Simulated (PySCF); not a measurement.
Calculation: PySCF 2.14.0 with PBE0-D4/def2-TZVP // PBE0-D4/def2-SVP. Isolated molecules, 0 K electronic values unless said otherwise. One relaxed conformer stands for a flexible species; it need not be the lowest. Excitations are Tamm–Dancoff values on a coarser integration grid. The basis has no diffuse functions, so Rydberg states are missing or too high.

Reference species (SMILES): `Bc1cc(S)cs1` (neutral, multiplicity 1).

| Item | Result |
|---|---|
| brightest of the four lowest singlets (TDA) | 5.15 eV |
| T1 excitation (TDA) | 3.03 eV |
| LUMO | -2.25 eV |

Changed species: `c1c(c(B)cs1)S`.

Predict the effect on the brightest of the four lowest singlets (TDA), T1 excitation (TDA) and LUMO.

the brightest of the four lowest singlets (TDA) drops by 0.14 eV, to 5.01 eV; the T1 excitation (TDA) falls by 0.13 eV, to 2.90 eV; the LUMO goes up by 0.16 eV, to -2.09 eV.
